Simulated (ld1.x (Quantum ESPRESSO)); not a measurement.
## lithium: one change to a TM potential, before and after

```
Element                 : Li
Generator               : ld1.x (Quantum ESPRESSO) 7.5
Type                    : norm-conserving Troullier–Martins (Kleinman–Bylander form)
Functional              : BLYP
Relativity              : non-relativistic
Frozen core             : none
Valence charge          : 3
Reference configuration : 1s2 2s1 2p0
Partial waves           : 2p (bound, empty): rc 4.20 bohr; 1s (bound): rc 0.55 bohr
Local potential         : the s channel
Core correction         : none
```

Occupied shells without a wave of their own: 2s. They enter only through the test configuration that unscreens the potential.

Change: local potential the p channel.

Cutoffs: the cutoffs (Ry, on a coarse ladder) from which the occupation-weighted sum of valence levels, in a spherical-Bessel basis at the reference potential, stays within 10 and 1 mRy of its value at 400 Ry; they do not see the model core or the augmentation charge, which bear on the density cutoff. Errors are all-electron minus pseudo energies relative to the spin-unpolarised reference configuration.

How do hardness, ghosts and transferability respond?

The miss of the reference levels goes from 0.00 to 0.23 eV; of the 4 tests that both files solve, the error grows in 4 and shrinks in 0 by more than 15 % and 0.3 meV (median size 5.1 → 299.3 meV); the range in which the s phases agree narrows (upper end 3.3 → -0.4); neither file shows a bound ghost.

| quantity | base | changed |
| --- | --- | --- |
| cutoff, loose | 230 Ry | 230 Ry |
| cutoff, tight | over 300 Ry | over 300 Ry |
| bound ghosts | none | none |
| largest miss of a reference level, eV | 0.00 | 0.23 |
| error for 1s2 2s0 2p0, meV [ΔE 5.32 eV] | +6.9 | -350 |
| error for 1s2 2s0.5 2p0, meV [ΔE 2.01 eV] | +2.6 | -145 |
| error for 1s2 2s0 2p1, meV [ΔE 1.80 eV] | +3.4 | -248 |
| error for 1s1 2s1 2p0, meV [ΔE 68.70 eV] | +48 | -398 |
| s: phases at 4.57 bohr within 0.05 rad from the reference energy up to (Ry; the scan ends near 5) | 3.3 | -0.4 |
| p: phases at 4.57 bohr within 0.05 rad from the reference energy up to (Ry; the scan ends near 5) | 0.6 | 0.6 |

Changed file: The 2s level has no wave, so the channel is fitted at the deeper level alone: the likely source of the large errors.
